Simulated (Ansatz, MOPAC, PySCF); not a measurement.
Dissociation curve of MgB (anion, charge -1), lowest triplet found (which spin is the ground state isn't settled by this scan).

PM7, unrestricted, heats of formation (MOPAC); UKS-B3LYP/6-31G* = unrestricted B3LYP/6-31G*, spherical d (PySCF); ROMP2 = MP2 on ROHF/aug-cc-pVDZ, frozen core (Ansatz, a first-principles code).

Energies are in kcal/mol, each relative to the lowest point of its own curve between 1.89 and 2.67 Å, where full CI is lowest.

```json
[
 {"R / Å": "1.64", "PM7": "65.0", "UKS-B3LYP/6-31G*": "(withheld)", "ROMP2": "62.8"},
 {"R / Å": "1.76", "PM7": "34.0", "UKS-B3LYP/6-31G*": "30.1", "ROMP2": "35.6"},
 {"R / Å": "1.89", "PM7": "13.8", "UKS-B3LYP/6-31G*": "13.5", "ROMP2": "17.4"},
 {"R / Å": "1.97", "PM7": "6.6", "UKS-B3LYP/6-31G*": "7.3", "ROMP2": "10.8"},
 {"R / Å": "2.04", "PM7": "2.7", "UKS-B3LYP/6-31G*": "3.8", "ROMP2": "11.2"},
 {"R / Å": "2.14", "PM7": "(withheld)", "UKS-B3LYP/6-31G*": "0.9", "ROMP2": "8.4"},
 {"R / Å": "2.21", "PM7": "0.0", "UKS-B3LYP/6-31G*": "0.1", "ROMP2": "5.2"},
 {"R / Å": "2.28", "PM7": "0.9", "UKS-B3LYP/6-31G*": "0.0", "ROMP2": "2.9"},
 {"R / Å": "2.32", "PM7": "(withheld)", "UKS-B3LYP/6-31G*": "0.2", "ROMP2": "2.0"},
 {"R / Å": "2.44", "PM7": "5.4", "UKS-B3LYP/6-31G*": "1.5", "ROMP2": "(withheld)"},
 {"R / Å": "2.54", "PM7": "9.3", "UKS-B3LYP/6-31G*": "3.1", "ROMP2": "0.0"},
 {"R / Å": "2.67", "PM7": "14.8", "UKS-B3LYP/6-31G*": "(withheld)", "ROMP2": "(withheld)"}
]
```

**Question.** What belongs in the gaps?

**Answer.** 
- 1.64, UKS-B3LYP/6-31G*: 55.6
- 2.14, PM7: 0.1
- 2.32, PM7: 1.7
- 2.44, ROMP2: 0.4
- 2.67, UKS-B3LYP/6-31G*: 5.5
- 2.67, ROMP2: 0.4

The scan ran from 1.64 to 7.61 Å; beyond the distances shown full CI changes its symmetry label. Where the anion isn't bound against loss of the electron, the finite basis alone holds it. The unrestricted determinant behind UKS-B3LYP/6-31G* is spin-contaminated at 1.64 to 2.14 Å (<S²> up to 2.2, against 2.00 for a pure triplet). The T1 diagnostic of CCSD on the restricted reference of ROMP2 exceeds 0.045 at 1.64 to 2.67 Å.
